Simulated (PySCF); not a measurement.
# What a mistake does to a calculation on B2CGeH7

Calculated results; nothing here was measured. The program is PySCF 2.14.0, an open-source quantum chemistry code, run on an isolated molecule that a program drew, which may never have been made. The molecule is B2CGeH7 (charge 0, doublet), drawn as the SMILES string `CB[BH][GeH2]`.

Each row is a Hartree-Fock (HF) and frozen-core CCSD(T) single point in the cc-pVDZ basis, meant for a local HF minimum. Run 1 is clean. Each other run has one planted mistake out of seven kinds, and not every kind appears here: one electron removed, one electron added, multiplicity raised by two, geometry at a saddle point, minimal basis STO-3G, one bond length entered in bohr, all coordinates scaled. The reference is restricted for singlets and unrestricted otherwise, and also for a bond in bohr. Adding or removing an electron swaps singlet and doublet. Electrons count all cores. HOMO and LUMO are orbital energies over both spins, the gradient is its largest component, and the lowest frequency (negative if imaginary) is given only where the gradient is small. Bond lengths are over the 10 bonds as drawn. T1 is the CCSD diagnostic: over 0.02 (restricted) or 0.045 (unrestricted) a single reference is doubtful. Germanium has the cc-pVDZ-PP basis, with a core potential (ECP10MDF) in place of its 10 inner electrons, and its 3s, 3p and 3d shells are frozen in CCSD(T).

Geometry of the clean run:
```xyz
11
B2CGeH7, angstrom
C    -1.6575    0.6617    2.8895
B    -0.7809   -0.3601    2.0579
B     0.7463   -0.0453    1.4117
Ge    1.0380    0.9103   -0.3496
H    -1.1538    1.5849    3.1819
H    -2.0780    0.1872    3.7820
H    -2.5199    0.9341    2.2643
H    -1.2627   -1.4499    1.8512
H     1.7544   -0.3370    1.9977
H    -0.0917    1.1714   -1.3475
H     2.3902    0.9185   -1.0616
```

```
run,electrons,basis functions,<S^2>,HOMO (eV),LUMO (eV),gradient (hartree/bohr),lowest frequency (cm^-1),mean bond (Å),longest bond (Å),T1,HF (hartree),CCSD(T) (hartree),mistake
1,55,100,0.764,-8.07,0.59,4.5e-06,58,1.4050,2.025,0.0166,-384.63162,-385.09731,no fault
2,54,100,0.000,-15.87,-6.60,3.9e-02,-,1.4050,2.025,0.0148,-384.36280,-384.81078,one electron removed
3,55,100,1.631,-8.13,0.64,6.3e-03,-,1.5411,2.891,0.0326,-384.53945,-384.98848,?
4,56,100,0.000,-0.88,7.02,3.6e-02,-,1.4050,2.025,0.0215,-384.63465,-385.14264,?
```

**Which mistake was planted in run 3, and what did it cost?**

The mean bond changes by a factor of 1.097 and the longest by 1.428, so the molecule wasn't scaled as a whole. A length L in bohr read as angstrom grows by (1/0.5292 - 1) L = 0.890 L. The 10 bonds together grew by 10 x 0.1361 = 1.361 Å, which gives L = 1.530 Å. That is the length of one of the Ge-H bonds, 1.530 Å in the clean geometry. So the mistake is: one bond length entered in bohr. Subtracting run 1 and multiplying by 627.51 kcal/mol a hartree, the energy moved by 57.8 kcal/mol in HF and 68.3 kcal/mol in CCSD(T).

**Which mistake was planted in run 4, and what did it cost?**

It counts 56 electrons, one more than the clean run, at the same geometry and basis. So the mistake is: one electron added. Subtracting run 1 and multiplying by 627.51 kcal/mol a hartree, the energy moved by -1.9 kcal/mol in HF and -28.4 kcal/mol in CCSD(T).

Cautions from the logs. Run 4: T1 is over the limit, so its CCSD(T) energy is less reliable.
